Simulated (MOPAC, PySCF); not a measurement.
C2H6Si, SMILES `C[Si]C` (lower singlet), neutral singlet in the gas phase. This singlet lies 1.14 eV below the relaxed triplet at the level frozen-core CCSD(T)/cc-pVTZ // B3LYP-D3(BJ)/def2-TZVP (Ansatz).

Z-matrix (Å, degrees):
```
Si
C 1 1.9052
H 2 1.0903 1 113.52
H 2 1.0944 3 109.47 1 -127.77
H 2 1.1000 3 107.35 4 -115.11
C 1 1.9052 2 97.69 3 -166.36
H 6 1.0903 1 113.52 2 -166.42
H 6 1.0944 7 109.46 1 -127.75
H 6 1.1000 7 107.36 8 -115.11
```
Charge 0, spin multiplicity 1.

All levels are single points at this geometry (B3LYP-D3(BJ)/def2-TZVP); Pople sets use spherical d functions. Orbital energies aren't observables, and empty levels follow the basis.

B3LYP-D3(BJ)/def2-TZVP in PySCF gives HOMO (eV) = -5.79.

Estimate the HOMO (eV) from each of these levels: B3LYP/6-311+G** in PySCF; PBE/6-31G* in PySCF; HF/3-21G in PySCF; HF/6-31G* in PySCF; HF/STO-3G in PySCF; AM1 in MOPAC; PM6 in MOPAC; PM7 in MOPAC.


```json
[
 {"level": "B3LYP/6-311+G** in PySCF", "HOMO (eV)": "-5.83"},
 {"level": "PBE/6-31G* in PySCF", "HOMO (eV)": "-4.70"},
 {"level": "HF/3-21G in PySCF", "HOMO (eV)": "-8.15"},
 {"level": "HF/6-31G* in PySCF", "HOMO (eV)": "-8.20"},
 {"level": "HF/STO-3G in PySCF", "HOMO (eV)": "-5.84"},
 {"level": "AM1 in MOPAC", "HOMO (eV)": "-7.56"},
 {"level": "PM6 in MOPAC", "HOMO (eV)": "-7.38"},
 {"level": "PM7 in MOPAC", "HOMO (eV)": "-9.25"}
]
```
